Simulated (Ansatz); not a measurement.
Consider the ligand exchange at the Si–C bond: `O/C([SiH3])=C/[SiH3]` + `NCBCl` → `[SiH3]NCBCl` + `C=C(O)[SiH3]`.

Computed with Ansatz on PBE0-D4/def2-TZVP structures; ΔE is electronic, products minus reactants. CBS: MP2 limit from def2 TZ/QZ plus the TZ coupled-cluster correction, frozen cores. Each species was taken in one conformer, which may not be the lowest.

```
               species  MP2/def2-TZVPP energy (Eh)
`O/C([SiH3])=C/[SiH3]`                  -733.98961
               `NCBCl`                  -580.17820
         `[SiH3]NCBCl`                  -870.42362
        `C=C(O)[SiH3]`                  -443.75505
```

(1) Work out ΔE.

Largest T1 diagnostic among the species: 0.013.

Results:

(1) ΔE = (-870.42362) + (-443.75505) − (-733.98961) − (-580.17820) = -0.01086 Eh = -28.5 kJ/mol. CCSD(T)/CBS gives -28.8 kJ/mol.

In def2-TZVPP, CCSD(T) changes the Hartree–Fock value by +11.1 kJ/mol (the triples alone add +2.3 kJ/mol) and MP2 by +11.3 kJ/mol. From PBE to PBE0 (25 % exact exchange), in def2-TZVPP and without D4, ΔE moves by −3.1 kJ/mol.
